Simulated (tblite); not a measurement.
C6H9ClOSi.
Atom-mapped SMILES: `[CH3:1][C:2](=[O:3])[C@H:4]1[CH:5]=[C:6]1[SiH2:7][CH2:8][Cl:9]` (hydrogens: H10, H11, H12 on C1; H13 on C4; H14 on C5; H15, H16 on Si7; H17, H18 on C8)

Computed with GFN2-xTB (tblite), gas phase: L-BFGS steps from a force-field or distance-geometry start until the largest atomic force falls under 0.01 eV/Å.

The end geometry, which sets the zero of energy:
```
atom  x, y, z in Å
C1     -2.4200    0.5738    1.3595
C2     -1.4099    0.5670    0.2372
O3     -0.8557    1.5717   -0.1542
C4     -1.1219   -0.7605   -0.3419
C5     -0.8383   -0.8551   -1.8163
C6      0.2236   -0.9081   -1.0737
Si7     2.0461   -0.8191   -0.7149
C8      2.2835    0.7607    0.3329
Cl9     4.0259    0.9769    0.6660
H10    -3.3649    0.1691    1.0032
H11    -2.5693    1.5869    1.7220
H12    -2.0667   -0.0570    2.1726
H13    -1.5497   -1.6164    0.1710
H14    -1.3346   -0.8509   -2.7540
H15     2.7838   -0.7119   -1.9721
H16     2.4340   -1.9901    0.0767
H17     1.9400    1.6573   -0.1779
H18     1.7852    0.7121    1.2988
```

Question: These geometries come from the run, each turned onto the end geometry. Order them by energy, lowest first.
A.
```
atom  x, y, z in Å
C1     -2.7822    0.6923    0.7427
C2     -1.3211    0.3711    0.8379
O3     -0.4934    1.0861    1.3906
C4     -0.9243   -0.9107    0.2216
C5     -0.9793   -1.0029   -1.2759
C6      0.1885   -0.8182   -0.7680
Si7     2.0097   -0.6017   -0.8638
C8      2.5716    0.7836    0.2722
Cl9     4.3338    0.8959    0.0399
H10    -3.0091    1.0925   -0.2474
H11    -3.0334    1.4315    1.4899
H12    -3.3719   -0.2058    0.9102
H13    -0.9848   -1.8126    0.7873
H14    -1.5868   -1.1234   -2.1191
H15     2.2832   -0.3045   -2.2408
H16     2.5769   -1.8643   -0.4657
H17     2.1335    1.7359    0.0114
H18     2.3802    0.5615    1.3118
```
B.
```
atom  x, y, z in Å
C1     -2.6054    0.5847    1.2810
C2     -1.4650    0.5549    0.2907
O3     -0.8773    1.5568   -0.0579
C4     -1.1026   -0.7789   -0.2351
C5     -0.8244   -0.9236   -1.7047
C6      0.2444   -0.8893   -0.9694
Si7     2.0865   -0.7788   -0.7297
C8      2.4477    0.7623    0.3425
Cl9     4.2043    1.0869    0.3121
H10    -3.5406    0.6462    0.7258
H11    -2.5251    1.4645    1.9136
H12    -2.6294   -0.3163    1.8867
H13    -1.4859   -1.6344    0.3124
H14    -1.3221   -0.9950   -2.6390
H15     2.7253   -0.6415   -2.0373
H16     2.5314   -1.9791   -0.0150
H17     1.9538    1.6569   -0.0296
H18     2.1754    0.6303    1.3878
```
C.
```
atom  x, y, z in Å
C1     -2.4077    0.5699    1.3631
C2     -1.4480    0.5758    0.1980
O3     -0.9546    1.5917   -0.2413
C4     -1.1363   -0.7549   -0.3586
C5     -0.8113   -0.8636   -1.8232
C6      0.2286   -0.9163   -1.0496
Si7     2.0498   -0.8326   -0.6744
C8      2.2886    0.7589    0.3543
Cl9     4.0404    1.0828    0.5070
H10    -3.4125    0.3607    0.9981
H11    -2.4059    1.5395    1.8548
H12    -2.1383   -0.2155    2.0679
H13    -1.5780   -1.6040    0.1530
H14    -1.2835   -0.8635   -2.7737
H15     2.7777   -0.7445   -1.9386
H16     2.4439   -1.9822    0.1462
H17     1.8377    1.6298   -0.1156
H18     1.9004    0.6742    1.3677
```
D.
```
atom  x, y, z in Å
C1     -2.3665    0.5741    1.3766
C2     -1.4049    0.5630    0.2126
O3     -0.8760    1.5698   -0.2076
C4     -1.1283   -0.7642   -0.3721
C5     -0.8235   -0.8457   -1.8431
C6      0.2270   -0.9190   -1.0872
Si7     2.0401   -0.8415   -0.6851
C8      2.2363    0.7607    0.3390
Cl9     3.9728    1.0842    0.6040
H10    -3.3482    0.2518    1.0386
H11    -2.4397    1.5754    1.7905
H12    -2.0308   -0.1195    2.1433
H13    -1.5699   -1.6204    0.1295
H14    -1.3045   -0.8203   -2.7883
H15     2.8184   -0.7612   -1.9188
H16     2.3917   -2.0027    0.1378
H17     1.8199    1.6346   -0.1574
H18     1.7770    0.6873    1.3227
```
E.
```
atom  x, y, z in Å
C1     -2.7719    0.6405    1.0094
C2     -1.3074    0.5102    0.6492
O3     -0.5009    1.4192    0.6885
C4     -0.9604   -0.8333    0.1018
C5     -0.8536   -0.9140   -1.3898
C6      0.2893   -0.9434   -0.7613
Si7     2.1400   -0.7820   -0.8639
C8      2.5232    0.7283    0.2413
Cl9     4.2633    1.1543    0.2706
H10    -3.2982    0.8735    0.0760
H11    -2.9607    1.4440    1.7148
H12    -3.1628   -0.3057    1.3829
H13    -1.3552   -1.7013    0.6285
H14    -1.4619   -0.9382   -2.2610
H15     2.4154   -0.5176   -2.2761
H16     2.7743   -1.9903   -0.3455
H17     1.9882    1.6106   -0.1065
H18     2.2302    0.5515    1.2759
```

Answer: D (0.003 eV), C (0.010 eV), B (0.028 eV), E (0.176 eV), A (0.427 eV).

In the order of the answer:

```csv
step,E above end (eV),largest force (eV/Å),rms force component (eV/Å),rms distance from end (Å),rms bond change (Å),bond most changed (Å)
115,0.003,0.05,0.013,0.075,0.001,C4–C6 +0.001
101,0.010,0.08,0.021,0.114,0.001,C6–Si7 +0.002
80,0.028,0.06,0.017,0.282,0.001,C1–H12 -0.002
46,0.176,0.67,0.118,0.619,0.007,C4–C6 -0.016
2,0.427,1.62,0.428,0.878,0.019,C4–C6 -0.047
```

The cost below is that of the whole relaxation. Hardware: one thread, Arm Neoverse N1 (aarch64), shared host with 64 logical CPUs at a one-minute load of 58. Cost: 2.5 s.
